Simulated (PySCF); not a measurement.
**How methods differ on the ionisation energy of Se²²⁺**

Se²²⁺ [Ne] 3s2 (1S) → Se²³⁺ [Ne] 3s1 (2S), as a difference of total energies. All numbers are calculated (PySCF 2.14, the non-relativistic Hamiltonian (point nucleus), in an uncontracted even-tempered set (16 s from 2.5 bohr⁻², ratio 2.5; 10 p from 3.2 bohr⁻², ratio 2.5; 5 d from 12 bohr⁻², ratio 2.7; 4 f from 19 bohr⁻², ratio 2.7)). Correlated levels: outer shells: 1s2 frozen; virtual orbitals above 40 to 60 times the deepest correlated orbital energy dropped. The calculations carry no spin-orbit coupling.

```json
{"method": "UHF", "ionisation energy (eV)": "971.20"}
{"method": "MP2 (outer shells)", "ionisation energy (eV)": "974.07"}
{"method": "SCS-MP2 (outer shells)", "ionisation energy (eV)": "974.41"}
{"method": "CCSD (outer shells)", "ionisation energy (eV)": "974.89"}
{"method": "CCSD(T) (outer shells)", "ionisation energy (eV)": "974.93"}
```

Task: How much does correlation contribute at CCSD(T) (outer shells)?

Result: 974.93 − (971.20) = 3.73 eV, measured against UHF.

The gap to the reference is mostly relativistic.

For comparison: 989.6 ± 1.3 eV (semi-empirical (NIST evaluation); NIST Atomic Spectra Database, ionization energies).
